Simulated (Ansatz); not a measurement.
Consider the atomization: `CC[Te]B(O)O` → B• + 2 C• + 7 H• + 2 O• + Te•.

Isolated molecules relaxed with PBE0-D4/def2-TZVP in Ansatz; ΔE leaves out vibrations. CBS: MP2 limit from def2 TZ/QZ plus the TZ coupled-cluster correction, frozen cores. This one scheme is used for every species, atoms too. DFT in def2-TZVPP. Open shells (•) are unrestricted, without spin–orbit coupling. Spin–orbit coupling would lower the free atoms: a little for B, C, O; strongly for Te. Elements past krypton have def2 core potentials. For Te outer-core shells are correlated without core-valence functions, so the limit isn't a true one: a few kJ/mol of doubt a bond, and 10 to 20 or more in all where bonds break to atoms. One conformer a species, not always the lowest.

```json
{"level": "PBE-D4", "ΔE (kcal/mol)": "1242.5"}
{"level": "PBE0-D4", "ΔE (kcal/mol)": "1217.4"}
{"level": "ωB97X-V", "ΔE (kcal/mol)": "1213.9"}
{"level": "CCSD/def2-TZVPP", "ΔE (kcal/mol)": "1165.3"}
{"level": "CCSD(T)/def2-TZVPP", "ΔE (kcal/mol)": "1185.2"}
{"level": "MP2/def2-QZVPP", "ΔE (kcal/mol)": "1231.5"}
{"level": "SCS-MP2/def2-QZVPP", "ΔE (kcal/mol)": "1220.8"}
{"level": "HF/CBS(def2)", "ΔE (kcal/mol)": "881.2"}
```

Task: What does CCSD(T)/CBS give? (Best estimate.)

Result: The calculation gave: +1218.4 kcal/mol. The listed levels differ from it by 24.1, -1.0, -4.5, -53.1, -33.2, 13.1, 2.4, -337.2 kcal/mol.

Largest T1 diagnostic among the species: 0.014.

The D4 term adds +11.8 kcal/mol with B3LYP and +6.2 kcal/mol with PBE0; it sums over pairs of atoms, weighted by their polarisabilities, and B3LYP, whose exchange is more repulsive, gets the larger term. From PBE to PBE0 (25 % exact exchange), in def2-TZVPP and without D4, ΔE moves by −24.0 kcal/mol: exact exchange takes away binding that semilocal exchange gives to molecules. In def2-TZVPP, CCSD(T) changes the Hartree–Fock value by +305.5 kcal/mol (the triples alone add +19.9 kcal/mol) and MP2 by +332.3 kcal/mol; breaking electron pairs costs correlation energy, which Hartree–Fock lacks.

B3LYP here is the variant with VWN-RPA as its local correlation; programs differ in this.

For atomizations the MP2-based limit and the directly extrapolated one differ by several kJ/mol either way, and by 10 to 25 for some Ge, Se and Sn compounds, so smaller differences from it don't rank the levels.
